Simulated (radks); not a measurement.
Results of a calculation; reference values are marked as such.
Question: All-electron atom: the antimony ion Sb28+ in [Ar] 3d5. Level of theory: non-relativistic Kohn-Sham, PBE, spin-polarised, spherical densities, point nucleus; open shells are filled with parallel spins first (spin-orbit coupling, left out, can overturn this in heavy ions); relativity is left out, which matters for an element this heavy (a radial shooting solver on a logarithmic mesh with Libxc functionals). Some entries of the table are withheld. Estimate them.

orbital,occ.,eigenvalue (Ry),<1/r> (bohr^-1),<r^2> (bohr^2)
1s up,1,-2231.138,50.47,0.001189
1s down,1,-2231.128,50.47,0.001189
2s up,1,-404.3899,11.60,0.01923
2s down,1,-403.2046,11.63,0.01917
2p up,3,-384.7660,11.60,0.01446
2p down,3,-383.9128,11.62,0.01440
3s up,1,-137.0930,4.478,0.1196
3s down,1,-135.9092,4.451,0.1205
3p up,3,(1),(2),0.1122
3p down,3,(3),(4),0.1133
3d up,5,-116.0536,4.302,(5)
3d down,0,-114.4587,4.281,(6)

Answer: 
(1) 3p up eigenvalue (Ry): -129.3754
(2) 3p up <1/r> (bohr^-1): 4.419
(3) 3p down eigenvalue (Ry): -128.1057
(4) 3p down <1/r> (bohr^-1): 4.390
(5) 3d up <r^2> (bohr^2): 0.08921
(6) 3d down <r^2> (bohr^2): 0.09043
